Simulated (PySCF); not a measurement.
B(H)(I)(OH) (BH₂IO), SMILES OBI. Coordinates come from a r2SCAN-D4/def2-TZVP optimisation. The def2 effective core potentials stand for the cores of I; spin–orbit coupling is left out. Other conformers were not sampled.

All values below come from PySCF with r2SCAN-D4/def2-TZVP.

Harmonic wavenumbers (cm⁻¹): 286, 542, 612, 836, 977, 1131, 1337, 2683, 3782. Rotational constants (GHz): 50.58, 2.946, 2.784; symmetry number 1.

**Question.** Work out the zero-point energy and the ideal-gas rigid-rotor harmonic-oscillator thermochemistry at 298.15 K and 1 atm.

**Answer.** ZPE = ½ Σ hcν = ½ × 12186 cm⁻¹ = 17.42 kcal/mol. H − E(el) = 20.37 kcal/mol. Entropy in cal/(mol K): translation 41.04, rotation 24.16, vibration 2.85, total 68.05. G − E(el) = 0.08 kcal/mol. Cp = 13.19 cal/(mol K).
